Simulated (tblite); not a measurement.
Species: C4H14P2Si2.
SMILES with atom numbers: `[SiH3:1][CH2:2][C@H:3]1[CH2:4][CH2:5][Si:6]1([PH2:7])[PH2:8]` (hydrogens: H9, H10, H11 on Si1; H12, H13 on C2; H14 on C3; H15, H16 on C4; H17, H18 on C5; H19, H20 on P7; H21, H22 on P8)

Structure used (GFN2-xTB), in Å, numbered top down from 1:
```xyz
22
C4H14P2Si2 angstrom
Si     2.519   -0.090    1.203
C      1.712   -0.274   -0.507
C      0.445    0.550   -0.651
C     -0.304    0.395   -1.987
C     -1.758    0.325   -1.501
Si    -1.146   -0.010    0.294
P     -1.016   -2.202    0.857
P     -2.055    1.305    1.904
H      1.582   -0.562    2.229
H      2.822    1.326    1.444
H      3.760   -0.864    1.245
H      1.469   -1.327   -0.681
H      2.419    0.015   -1.289
H      0.674    1.602   -0.468
H     -0.116    1.207   -2.690
H     -0.019   -0.543   -2.464
H     -2.353   -0.436   -2.000
H     -2.273    1.276   -1.612
H     -1.859   -2.076    1.949
H     -2.062   -2.578    0.032
H     -1.102    2.299    1.778
H     -1.349    0.681    2.916
```

Computed with GFN2-xTB (tblite): harmonic, unscaled wavenumbers at the GFN2-xTB geometry, gas phase. Against measured fundamentals such values can be off by several per cent, at times by over 20. Modes of hydrogen on phosphorus and silicon can be 10 to 20 % off. One conformer, not necessarily the lowest. The optimisation stopped once no atom felt more than 0.01 eV/Å.

Lowest wavenumbers of the output (negative numbers stand for imaginary wavenumbers):
```
mode    cm-1
  1     -46.6
  2      37.9
  3      50.3
  4      64.0
  5      82.5
  6     102.1
  7     105.2
  8     138.4
  9     142.6
 10     170.8
 11     280.1
 12     340.9
 13     352.9
 14     484.6
 15     501.5
```

Q: Is this structure a minimum?

A: Not by this Hessian. 1 mode is imaginary beyond 20i (47i cm⁻¹), so at this level the point lies at or near a first-order saddle. The curvature is small, so loose convergence or finite differences may be the whole cause.

Q: Which atoms move in the imaginary mode?

A: 47i: H20 (P–H hydrogen) 38 %, H19 (P–H hydrogen) 37 %. These are shares of the mass-weighted motion.

Q: What is the remedy?

A: Step along that mode in both directions, optimise again with tighter thresholds and repeat the frequencies. The zero-point energy of this point (99.9 kcal/mol) counts the 59 real modes alone, and thermal corrections from it aren't those of a minimum.
